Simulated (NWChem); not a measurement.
## Correlation energy of C2H7Al

```
Al
H 1 1.5986
C 1 1.9598 2 118.19
H 3 1.1013 1 113.85 2 180.00
H 3 1.1043 4 107.72 1 -123.20
H 3 1.1043 4 107.72 5 -113.60
C 1 1.9598 2 118.19 3 180.00
H 7 1.1013 1 113.85 2 180.00
H 7 1.1043 8 107.72 1 -123.20
H 7 1.1043 8 107.72 9 -113.60
```
Charge 0, spin multiplicity 1.

Everything below was run with NWChem. The geometry was optimised at PBE0/def2-SVP, a minimum by its harmonic frequencies.

Basis set: 3-21G. Each correlation energy counts from its own Hartree-Fock reference.

The correlated methods keep 7 core orbitals frozen. The structure started from a generated list of species. No row is a measurement; the coupled-cluster row has its own basis-set and correlation limits.

Task: Order these methods by the correlation energy they give, lowest first: MP2, SCS-MP2, CR-CCSD[T], CCSD, CCSD+T(CCSD).

Result: CCSD+T(CCSD) (-263.5 mHa), CR-CCSD[T] (-262.4 mHa), CCSD (-257.7 mHa), SCS-MP2 (-228.9 mHa), MP2 (-219.2 mHa)
